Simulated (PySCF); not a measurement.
ZrH₂, SMILES [ZrH2] (connectivity only; charge and spin as stated), neutral, multiplicity 3.

The structure is a stationary point at PBE-D3(BJ)/def2-TZVPD. The spin state was assumed, not searched. The def2 effective core potentials stand for the cores of Zr; spin–orbit coupling is left out.

Method: TDA-PBE/def2-TZVPD (PySCF).

Vertical excitations. The molecule is in vacuum.

| state | energy (eV) | λ (nm) | f | main pairs |
|---|---|---|---|---|
| root 1 | 0.38 | 3242 | 0.000 | α HOMO→LUMO 100 % |
| root 2 | 0.65 | 1912 | 0.000 | α HOMO→LUMO+1 99 % |
| root 3 | 0.84 | 1474 | 0.000 | α HOMO−1→LUMO+1 100 % |
| root 4 | 0.97 | 1272 | 0.002 | α HOMO−1→LUMO 99 % |
| root 5 | 1.44 | 860 | 0.000 | α HOMO→LUMO+2 99 % |
| root 6 | 1.76 | 704 | 0.008 | α HOMO−1→LUMO+2 99 % |
| root 7 | 1.85 | 672 | 0.008 | α HOMO→LUMO+3 97 % |
| root 8 | 2.23 | 555 | 0.000 | α HOMO→LUMO+4 67 %, α HOMO−1→LUMO+3 33 % |
| root 9 | 2.50 | 497 | 0.138 | α HOMO−1→LUMO+3 65 %, α HOMO→LUMO+4 32 % |
| root 10 | 2.85 | 435 | 0.214 | α HOMO−1→LUMO+4 94 % |
Unrestricted roots are not spin-pure.
